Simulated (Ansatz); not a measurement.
Al₁₇As₁₇H₄₀⁺. Charge 1, multiplicity 2. Geometry PBE-D4/def2-SVP, that of the neutral singlet; atoms count from 1.

Cartesian coordinates in Å:
```
As 3.757 1.207 -3.748
Al 5.062 0.028 -1.915
Al 2.438 -3.025 -3.357
As 3.426 -1.770 -1.409
Al 4.499 -3.162 0.346
As 2.560 -4.754 0.780
Al 1.996 2.672 -2.796
As 3.226 3.766 -0.863
Al -0.499 -0.045 -3.625
As -0.025 -2.430 -3.194
As 0.532 1.083 -1.641
Al 1.724 -0.540 -0.216
Al 2.664 3.161 1.505
As 2.738 0.695 1.712
Al -1.163 -3.284 -1.175
As -0.093 -1.956 0.659
Al 0.700 -3.774 2.096
Al 1.949 -0.013 3.953
As 1.959 -2.521 3.912
Al -3.221 2.989 -4.016
As -2.891 0.569 -3.418
As -2.167 3.962 -1.877
Al -1.063 2.370 -0.329
As 0.185 3.507 1.517
Al -4.037 -0.205 -1.357
As -3.545 -2.616 -1.014
As -2.870 0.976 0.525
Al -1.694 -0.630 1.928
Al -0.734 3.010 3.780
As -0.483 0.530 3.783
Al -4.653 -3.634 1.001
As -3.421 -2.205 2.754
Al -4.636 2.201 1.784
As -3.171 3.454 3.474
H 4.571 2.015 -4.754
H 3.069 0.252 -4.712
H 6.481 -0.468 -2.463
H 4.983 1.170 -0.766
H 2.984 -2.366 -4.720
H 2.565 -4.600 -3.053
H 5.764 -3.999 -0.160
H 4.538 -2.362 1.753
H 1.936 -5.282 -0.504
H 2.939 -6.089 1.415
H 1.296 3.814 -3.666
H 4.735 3.851 -1.041
H 2.929 5.265 -0.927
H 0.191 0.539 -4.953
H -0.693 -3.170 -4.354
H 3.457 4.023 2.589
H 4.217 0.338 1.704
H -0.920 -4.844 -0.886
H -0.399 -4.703 2.792
H 2.684 0.605 5.228
H 3.389 -3.007 4.094
H 1.416 -2.951 5.272
H -2.195 3.423 -5.168
H -4.763 3.419 -3.969
H -3.605 -0.177 -4.546
H -1.197 5.098 -2.179
H -3.166 4.743 -1.031
H -0.039 5.006 1.332
H -5.598 0.144 -1.310
H -4.242 -3.307 -2.186
H -0.037 3.768 5.000
H -1.114 0.066 5.093
H -4.111 -5.120 1.258
H -6.189 -3.198 1.115
H -2.788 -3.057 3.849
H -4.369 -1.389 3.625
H -5.286 3.346 0.873
H -5.463 1.167 2.693
H -3.235 4.960 3.237
H -3.789 3.465 4.869
```

Single mean-field runs in def2-SVP are fitted with def2-universal-jkfit.

Question: Estimate the Mulliken populations of the heavy atoms from the PBE0/def2-SVP orbitals of Ansatz.

Answer: 
```tsv
atom	charge (e)	spin (α − β)
As1	-0.22	0.01
Al2	0.39	0.00
Al3	0.42	0.00
As4	-0.69	0.17
Al5	0.40	0.00
As6	-0.23	0.01
Al7	0.48	0.00
As8	-0.24	0.00
Al9	0.53	-0.01
As10	-0.45	0.18
As11	-0.71	0.08
Al12	0.59	0.00
Al13	0.54	0.00
As14	-0.48	0.00
Al15	0.54	-0.01
As16	-0.71	0.08
Al17	0.48	0.00
Al18	0.53	0.00
As19	-0.24	0.00
Al20	0.43	0.00
As21	-0.49	0.10
As22	-0.20	0.01
Al23	0.57	0.00
As24	-0.52	0.00
Al25	0.57	-0.02
As26	-0.49	0.10
As27	-0.73	0.05
Al28	0.58	0.00
Al29	0.52	0.00
As30	-0.51	0.00
Al31	0.44	0.00
As32	-0.20	0.01
Al33	0.42	0.01
As34	-0.24	0.00
```
Mulliken values and Mayer orders depend strongly on the basis.

Question: Where does the spin sit?

Answer: Summed by element: As 0.81, Al -0.02, H 0.21, of 1 unpaired in all. Largest on single atoms: As10 0.18, As4 0.17, As21 0.10.

Question: And the Mayer bond orders between bonded heavy atoms (over 0.3, the first 40 of 48)?

Answer: As1–Al2 0.57 (2.54 Å); As1–Al7 0.77 (2.48 Å); Al2–As4 0.65 (2.48 Å); Al3–As4 0.61 (2.52 Å); Al3–As10 0.53 (2.54 Å); As4–Al5 0.64 (2.48 Å); As4–Al12 0.83 (2.42 Å); Al5–As6 0.56 (2.55 Å); As6–Al17 0.77 (2.48 Å); Al7–As8 0.63 (2.54 Å); Al7–As11 0.74 (2.45 Å); As8–Al13 0.70 (2.51 Å); Al9–As10 0.74 (2.47 Å); Al9–As11 0.65 (2.50 Å); Al9–As21 0.71 (2.48 Å); As10–Al15 0.74 (2.47 Å); As11–Al12 0.76 (2.47 Å); As11–Al23 0.77 (2.43 Å); Al12–As14 0.75 (2.50 Å); Al12–As16 0.76 (2.46 Å); Al13–As14 0.73 (2.48 Å); Al13–As24 0.68 (2.50 Å); As14–Al18 0.73 (2.48 Å); Al15–As16 0.65 (2.50 Å); Al15–As26 0.71 (2.48 Å); As16–Al17 0.74 (2.45 Å); As16–Al28 0.77 (2.44 Å); Al17–As19 0.63 (2.54 Å); Al18–As19 0.69 (2.51 Å); Al18–As30 0.69 (2.50 Å); Al20–As21 0.61 (2.51 Å); Al20–As22 0.51 (2.57 Å); As21–Al25 0.72 (2.48 Å); As22–Al23 0.82 (2.48 Å); Al23–As24 0.75 (2.50 Å); Al23–As27 0.84 (2.44 Å); As24–Al29 0.69 (2.49 Å); Al25–As26 0.72 (2.48 Å); Al25–As27 0.65 (2.51 Å); As26–Al31 0.61 (2.51 Å).
